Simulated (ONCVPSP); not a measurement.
## How hard is this N (Z = 7) ONCV potential?

nitrogen, optimised norm-conserving Vanderbilt (ONCV), made with ONCVPSP 4.0.1 (PBE, scalar-relativistic). Core [He], reference 2s2 2p2 (charge +1). Waves: 2s: rc 1.00 bohr, ncon 4, nbas 8, qcut 7.2 1/bohr, 2 projectors, debl 2.6 Ha; 2p: rc 1.10 bohr, ncon 4, nbas 7, qcut 7.1 1/bohr, 3 projectors, debl 3.5 Ha; d scattering state at 0.31 Ha: rc 1.20 bohr, ncon 3, nbas 6, qcut 8.7 1/bohr, 2 projectors, debl 3.9 Ha. Local part: polynomial inside 0.95 bohr (lpopt 5, dvloc0 0 Ha). Core correction: Teter function, fcfact 1.75, rcfact 1.55.

Question: For each optimised wave give the share of its norm inside rc, the residual kinetic energy above qcut (Ha) and the cutoffs (Ha) for errors of 10, 1, 0.1 and 0.01 mHa per electron.

Answer:

```tsv
wave	norm inside rc	residual KE	10 mHa	1 mHa	0.1 mHa	0.01 mHa
2s	0.366	1.2e-03	17.5	26.9	142.0	177.3
s projector 2	0.058	6.0e-04	14.5	24.0	49.4	151.7
2p	0.466	8.4e-03	24.4	92.4	120.5	160.2
p projector 2	0.073	1.4e-02	26.7	40.2	109.3	138.5
p projector 3	0.059	3.9e-02	32.4	43.6	155.0	214.5
d projector 1	0.031	9.1e-07	6.0	13.5	22.6	30.5
d projector 2	0.102	6.1e-05	18.0	27.9	36.1	61.0
```

The occupied waves need 92 Ha and 142 Ha for 1 and 0.1 mHa.
